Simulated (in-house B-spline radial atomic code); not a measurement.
RPBE excitations of F VI (F5+)

Method: RPBE. Computed with a B-spline radial code for spherical atoms: linear response of the closed shell [He] 2s2 with the functional's adiabatic kernel; non-relativistic, point nucleus, no spin-orbit coupling, no double excitations, S, P, D and F terms only.

Command:
```bash
python run_td.py task.json out
```
Settings (radii: box in bohr, nucleus in fm):
```
Z                        9
electrons                4
configuration            [He] 2s2
hamiltonian              nr
method                   rpbe,pbe
box_radius               16.35
intervals                48
```

Time taken, with all properties: 1 thread of Intel(R) Xeon(R) 6975P-C (Granite Rapids), on a shared host.

The lowest states, in the order of their Tamm-Dancoff energies; the method's threshold (minus the highest occupied level) is 144.09 eV. Labels give the largest channel, * marks a mixed state, and oscillator strengths are full-response dipole values. Semilocal kernels can invert the small singlet-triplet splittings of Rydberg terms. Energies in eV:

```
     state  full response  Tamm-Dancoff  oscillator strength
2s → 2p 3P          9.309        10.759                    -
2s → 2p 1P         21.704        22.755                0.434
2s → 3s 3S          89.75         89.77                    -
2s → 3s 1S          91.99         92.03                    -
2s → 3p 3P              ?             ?                    -
2s → 3p 1P          94.84         94.85                0.441
2s → 3d 3D          96.50         96.57                    -
2s → 3d 1D          98.26         98.27                    -
2s → 4s 3S              ?             ?                    -
2s → 4s 1S         117.70        117.71                    -
2s → 4p 3P         118.78        118.78                    -
2s → 4p 1P         118.96        118.97                0.115
2s → 4d 3D         119.84        119.86                    -
2s → 4d 1D         120.39        120.39                    -
2s → 4f 3F         121.19        121.19                    -
2s → 4f 1F         121.24        121.24                    -
```

Q: Where does 2s → 4s 3S lie?

A: At 117.09 eV in full response, 117.09 eV in Tamm-Dancoff.

Q: Where does 2s → 3p 3P lie?

A: At 94.15 eV in full response, 94.17 eV in Tamm-Dancoff.

Q: How large is the singlet-triplet splitting of 2s → 2p (P terms) in Tamm-Dancoff?

A: 12 eV, from the unrounded values.

Q: What polarisabilities and dispersion coefficient does the method give?

A: Dipole 0.7438 bohr³, quadrupole 0.211 bohr⁵, C6 0.3752 hartree·bohr⁶ for two such species.
